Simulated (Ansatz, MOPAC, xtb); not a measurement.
Spectroscopic constants of SeF, multiplicity 2 (the spin of the measured ground state). No spin–orbit coupling. Se is treated without relativity.

Constants: fifth-degree fit in 1/R to seven points, most abundant isotopes. Runs in def2 and cc sets follow the lowest solution found near the PBE0 minimum.

Programs: Ansatz (a program for electronic structure) with Gaussian orbitals; MOPAC for AM1, PM6, PM7 (differences of heats of formation); xtb for the GFN methods.  The GFN methods have no spin term and hold the electronic entropy of 300 K.

| level | r_e (Å) | ω_e (cm⁻¹) | B_e (cm⁻¹) | ω_e x_e (cm⁻¹) | D_e (eV) | dipole (D) |
|---|---|---|---|---|---|---|
| AM1 | 1.695 | 740 | 0.382 | 0.17 | - | - |
| PM6 | 1.721 | 736 | 0.371 | 1.8 | - | - |
| PM7 | 1.709 | 652 | 0.376 | 1.9 | - | - |
| GFN1-xTB | 1.778 | 616 | 0.347 | 1.9 | - | - |
| GFN2-xTB | 1.807 | 517 | 0.336 | 1.7 | - | - |
| SVWN5/def2-TZVPP | 1.739 | 700 | 0.363 | 3.1 | 4.83 | 1.27 |
| PBE/def2-TZVPP | 1.767 | 662 | 0.352 | 3.0 | 3.90 | 1.36 |
| r2SCAN/def2-TZVPP | 1.746 | 690 | 0.360 | 3.1 | 3.52 | 1.33 |
| B97M-V/def2-TZVPP | 1.738 | 697 | 0.364 | 3.2 | 3.55 | 1.35 |
| B3LYP/def2-TZVPP | 1.755 | 680 | 0.357 | 3.0 | 3.49 | 1.54 |
| PBE0/def2-TZVPP | 1.738 | 708 | 0.364 | 3.1 | 3.42 | 1.43 |
| BHLYP/def2-TZVPP | 1.726 | 727 | 0.369 | 3.1 | 2.96 | 1.61 |
| CAM-B3LYP/def2-TZVPP | 1.740 | 708 | 0.363 | 3.0 | 3.53 | 1.56 |
| wB97X-V/def2-TZVPP | 1.737 | 717 | 0.364 | 2.9 | 3.57 | 1.49 |
| wB97M-V/def2-TZVPP | 1.741 | 709 | 0.362 | 2.9 | 3.49 | 1.54 |
| B2PLYP/def2-TZVPP | 1.749 | 688 | 0.359 | 3.1 | 3.43 | - |
| CCSD/def2-TZVPP | 1.736 | 714 | 0.365 | 3.2 | 3.03 | - |
| CCSD/def2-QZVPP | 1.727 | 723 | 0.368 | 3.2 | 3.19 | - |
| CCSD(T)/def2-TZVPP | 1.744 | 696 | 0.361 | 3.3 | 3.21 | - |
| CCSD(T)/def2-QZVPP | 1.736 | 704 | 0.364 | 3.4 | 3.39 | - |
| CCSD(T)/CBS(def2-TZVPP, def2-QZVPP) | 1.732 | 708 | 0.366 | 3.4 | - | - |

D_e counts from each atom's lowest state at the same level, without counterpoise or zero-point energy.

Correlated levels freeze the inner cores; with def2 sets outer-core shells near the valence are correlated too. CBS(a, b) extrapolates the correlation energy as X⁻³ and adds the Hartree–Fock energy of set b. The state that AM1, PM6, PM7 reach isn't checked; PM7 holds dispersion and hydrogen-bond terms.

Measured for the ground state: ω_e x_e 1.84 cm-1 [NIST CCCBDB]. D_0 3.475 ± 0.43 eV (a handbook's tabulated 298 K bond energy less 3RT/2; such tables hold older values) [Luo, bond dissociation energies, CRC Handbook]. dipole 1.52 D [compilation of Liu, Meijer and Pérez-Ríos].
